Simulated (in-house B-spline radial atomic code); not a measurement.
## Mg8+: [He] 2s2

Computed with a radial B-spline atomic code at the basis-set limit: non-relativistic PBE0, spin-polarised, spherical fractional occupations, exact exchange averaged over the configuration, point nucleus.

Screening seen three ways: the hydrogenic charge with the same mean radius, Z_r = [3n² - l(l+1)]/(2<r>), the one with the same energy, Z_e = n√(-2ε), and Slater's rules. Values are occupation-weighted means over spin.

```tsv
shell	electrons	ε (eV)	<r> (bohr)	Z_r	Z_e	Slater
1s	2	-1589.2	0.1298	11.55	10.81	11.70
2s	2	-312.95	0.5734	10.46	9.59	9.95
```

The least bound orbital is 2s at -312.9 eV, and it is also the most diffuse (<r> = 0.5734 bohr).
